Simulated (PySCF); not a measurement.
C₃H₄BCl.

```xyz
9

B      0.2446    -0.1485     0.2073
C     -1.0494    -0.9004    -0.0826
C     -2.0752    -1.5207    -0.2981
H     -2.9843    -2.0616    -0.4933
Cl     0.4151     1.4641    -0.4860
C      1.3988    -0.7753     1.0488
H      2.1662    -0.0517     1.3540
H      1.8850    -1.5480     0.4247
H      1.0083    -1.3069     1.9307
```
Charge 0, spin multiplicity 1.

The structure is a stationary point at PBE0-D3(BJ)/def2-SVP. This is a generated structure with no PubChem entry under its InChIKey; it may be hypothetical.

These are PBE0/pcSseg-1 run with PySCF values and carry that method's errors. Non-relativistic, no solvent.

Computed absolute GIAO shielding of each atom: isotropic value and principal components (ppm):
```json
[
 {"atom": "B1", "σ(iso)": "40.6", "σ11": "-21.2", "σ22": "38.1", "σ33": "105.0", "span": "126.2"},
 {"atom": "C2", "σ(iso)": "91.6", "σ11": "-15.9", "σ22": "-6.8", "σ33": "297.5", "span": "313.4"},
 {"atom": "C3", "σ(iso)": "67.4", "σ11": "7.2", "σ22": "21.8", "σ33": "173.2", "span": "166.0"},
 {"atom": "H4", "σ(iso)": "27.4", "σ11": "24.1", "σ22": "24.5", "σ33": "33.5", "span": "9.4"},
 {"atom": "Cl5", "σ(iso)": "637.2", "σ11": "278.8", "σ22": "679.6", "σ33": "953.3", "span": "674.5"},
 {"atom": "C6", "σ(iso)": "167.0", "σ11": "144.1", "σ22": "169.1", "σ33": "187.9", "span": "43.8"},
 {"atom": "H7", "σ(iso)": "30.1", "σ11": "26.0", "σ22": "29.6", "σ33": "34.7", "span": "8.7"},
 {"atom": "H8", "σ(iso)": "30.3", "σ11": "27.1", "σ22": "28.1", "σ33": "35.7", "span": "8.6"},
 {"atom": "H9", "σ(iso)": "29.9", "σ11": "26.2", "σ22": "28.7", "σ33": "35.0", "span": "8.8"}
]
```
